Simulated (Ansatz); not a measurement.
Basis-set extrapolation for C2Cl4F2, SMILES `FC(F)(Cl)C(Cl)(Cl)Cl` (PBE0-D4/def2-TZVP geometry, frozen core, the Gaussian-basis code of Ansatz). Multiplicity 1, RHF reference.

|  | def2-TZVPP | def2-QZVPP |
| --- | --- | --- |
| HF | -2112.736506 | -2112.798623 |
| MP2 correlation | -1.580765 | -1.730249 |
| CCSD(T) correlation | -1.703777 | not run |

Energies in hartree. Use E(X) = E(∞) + A·exp(−7.88·√X) for Hartree–Fock and E(X) = E(∞) + B·X^(−2.97) for correlation, with X = 3 and 4, and add CCSD(T) minus MP2 of the smaller set to the MP2 limit.

Problem. What is the CCSD(T) energy at the basis-set limit?

Solution. HF limit: -2112.798623 + (-0.062117) × 0.13774 = -2112.80718. MP2 limit: -1.730249 + (-0.149484) × 0.74074 = -1.84098. Higher-order term: -1.703777 − (-1.580765) = -0.12301. Total: -2114.77117 hartree, 207.6 kcal/mol below CCSD(T)/def2-TZVPP.
